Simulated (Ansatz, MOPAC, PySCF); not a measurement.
Molecule: GeBr, net charge 1, singlet state. SMILES of the parent species: [Ge][Br]
Geometry: optimised at B3LYP-D3(BJ)/def2-TZVP (Ansatz, a program for electronic structure).

Unscaled harmonic wavenumbers (cm⁻¹) in rising order, each level at the stationary point that it reaches from this structure (no distance between atoms moves by over 0.3 Å); the order of modes can differ between levels, and a negative number is imaginary. B3LYP-D3(BJ)/def2-TZVP (PySCF, at the structure above): 359.

PM3 (MOPAC): 189. Zero-point energy 0.3 against 0.5 kcal/mol.

PM6 (MOPAC): 272. Zero-point energy 0.4 against 0.5 kcal/mol.

HF/LANL2DZ (Ansatz): 324. Zero-point energy 0.5 against 0.5 kcal/mol.

B3LYP/LANL2DZ (Ansatz): 311. Zero-point energy 0.4 against 0.5 kcal/mol.
